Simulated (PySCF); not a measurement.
Correlation energy of Cl²⁺ (chlorine, charge +2)

[Ne] 3s2 3p3, high-spin 4S determinant. Computed with PySCF 2.14 in jorge-DZP-DKH, with scalar relativity by spin-free X2C-1e. Frozen: [Ne]; 5 electrons correlated.

MP2 pair energies summed by pair of shells (mhartree):

| pair | energy | share (%) |
| --- | --- | --- |
| 3s-3p | -48.59 | 65.3 |
| 3p-3p | -18.14 | 24.4 |
| 3s-3s | -7.65 | 10.3 |

Total MP2 correlation energy: -74.38 mhartree.

Same-spin part -20.12 and opposite-spin part -54.26 mhartree; SCS-MP2 scales them by 1/3 and 6/5 to -71.82 mhartree.

```
  level  correlation energy (mhartree)
   CCSD                         -93.03
    (T)                          -0.90
CCSD(T)                         -93.93
```

Diagnostics: T1 = 0.0014, D1 = 0.0040, largest double amplitude 0.060.

Cost of the coupled-cluster step: 0.1 s of wall time on 1 thread of Neoverse-V2 (shared host), for 5 correlated electrons.

Iterations:

```
CC2 = 0
CCSD nocc = (np.int64(4), np.int64(1)), nmo = (19, 19)
frozen orbitals [[0, 1, 2, 3, 4], [0, 1, 2, 3, 4]]
max_cycle = 100
direct = 0
conv_tol = 1e-08
conv_tol_normt = 1e-06
diis_space = 8
diis_start_cycle = 0
Init t2, MP2 energy = -0.0743818483091425
Init E_corr(UCCSD) = -0.0743818483172745
cycle = 1  E_corr(UCCSD) = -0.0890104312344568  dE = -0.0146285829  norm(t1,t2) = 0.0355994
cycle = 2  E_corr(UCCSD) = -0.092012823773567  dE = -0.00300239254  norm(t1,t2) = 0.00942912
cycle = 3  E_corr(UCCSD) = -0.0930512385118787  dE = -0.00103841474  norm(t1,t2) = 0.00304803
cycle = 4  E_corr(UCCSD) = -0.0930325833157443  dE = 1.86551961e-05  norm(t1,t2) = 0.000276152
cycle = 5  E_corr(UCCSD) = -0.0930331245080154  dE = -5.41192271e-07  norm(t1,t2) = 2.4223e-05
cycle = 6  E_corr(UCCSD) = -0.0930328447761373  dE = 2.79731878e-07  norm(t1,t2) = 4.66943e-06
cycle = 7  E_corr(UCCSD) = -0.0930329843968982  dE = -1.39620761e-07  norm(t1,t2) = 3.74544e-07
cycle = 8  E_corr(UCCSD) = -0.0930329666752397  dE = 1.77216585e-08  norm(t1,t2) = 7.26056e-08
cycle = 9  E_corr(UCCSD) = -0.0930329623177939  dE = 4.35744574e-09  norm(t1,t2) = 3.03889e-08
UCCSD converged
E(UCCSD) = -459.7171516203838  E_corr = -0.09303296231779393
UCCSD(T) correction = -0.000898110458466913
```
